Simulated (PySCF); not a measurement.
calcium atom (Ca), singlet; REVPBE/STO-3G (PySCF).

Here is a job for PySCF.
```python
from pyscf import gto, scf, dft

mol = gto.Mole()
mol.atom = '''
    Ca    0.000000    0.000000    0.000000
'''
mol.basis = 'sto-3g'
mol.charge = 0
mol.spin = 0
mol.verbose = 4
mol.build()

mf = dft.RKS(mol)
mf.xc = 'revpbe'
mf.grids.atom_grid = (99, 590)
mf.grids.prune = None
mf.kernel()
```

The log (banner, timings and long lists left out):

```
PySCF version 2.14.0

[INPUT] verbose = 4
[INPUT] num. atoms = 1
[INPUT] num. electrons = 20
[INPUT] charge = 0
[INPUT] spin (= nelec alpha-beta = 2S) = 0
[INPUT] symmetry False subgroup None
[INPUT] Mole.unit = angstrom
[INPUT] Symbol           X                Y                Z      unit          X                Y                Z       unit  Magmom
[INPUT]  1 Ca     0.000000000000   0.000000000000   0.000000000000 AA    0.000000000000   0.000000000000   0.000000000000 Bohr   0.0

nuclear repulsion = 0
number of shells = 7
number of NR pGTOs = 39
number of NR cGTOs = 13
basis = sto-3g
ecp = {}

******** <class 'pyscf.dft.rks.RKS'> ********
method = RKS
initial guess = minao
damping factor = 0
level_shift factor = 0
DIIS = <class 'pyscf.scf.diis.CDIIS'>
diis_start_cycle = 1
diis_space = 8
diis_damp = 0
SCF conv_tol = 1e-09
SCF conv_tol_grad = None
SCF max_cycles = 50
direct_scf = True
direct_scf_tol = 1e-13
XC library pyscf.dft.libxc version 7.1.2
    S. Lehtola, C. Steigemann, M. J. T. Oliveira, and M. A. L. Marques,  SoftwareX 7, 1–5 (2018)
XC functionals = revpbe
    Y. Zhang and W. Yang,  Phys. Rev. Lett. 80, 890 (1998)
    J. P. Perdew, K. Burke, and M. Ernzerhof,  Phys. Rev. Lett. 77, 3865 (1996)
    J. P. Perdew, K. Burke, and M. Ernzerhof,  Phys. Rev. Lett. 78, 1396 (1997)
radial grids:
    Treutler-Ahlrichs [JCP 102, 346 (1995); DOI:10.1063/1.469408] (M4) radial grids

becke partition: Becke, JCP 88, 2547 (1988); DOI:10.1063/1.454033
pruning grids: None
grids dens level: 3
symmetrized grids: False
atomic radii adjust function: <function treutler_atomic_radii_adjust>
User specified grid scheme (99, 590)
small_rho_cutoff = 0
Set gradient conv threshold to 3.16228e-05
Initial guess from minao.
tot grids = 58416
init E= -670.178245949889
  HOMO = -0.127736294664036  LUMO = 0.0171033435482865  gap/eV = 3.94129
cycle= 1 E= -670.611303953055  delta_E= -0.433  |g|= 0.00367  |ddm|= 0.261
  HOMO = -0.085818176564365  LUMO = 0.0590062453403391  gap/eV = 3.94087
cycle= 2 E= -670.611305003211  delta_E= -1.05e-06  |g|= 0.000434  |ddm|= 0.00266
  HOMO = -0.0858969801283501  LUMO = 0.0589097504758097  gap/eV = 3.94039
cycle= 3 E= -670.611305067869  delta_E= -6.47e-08  |g|= 9.19e-05  |ddm|= 0.000744
  HOMO = -0.0858826350364274  LUMO = 0.05892723230663  gap/eV = 3.94048
cycle= 4 E= -670.611305071007  delta_E= -3.14e-09  |g|= 1.33e-09  |ddm|= 0.000132
  HOMO = -0.0858826348081829  LUMO = 0.0589272325553635  gap/eV = 3.94048
cycle= 5 E= -670.611305071007  delta_E=    0  |g|= 7.85e-10  |ddm|= 7.93e-10
  HOMO = -0.0858826344434566  LUMO = 0.0589272329578178  gap/eV = 3.94048
Extra cycle  E= -670.611305071007  delta_E=    0  |g|= 2.46e-10  |ddm|= 1.49e-09
converged SCF energy = -670.611305071007
```
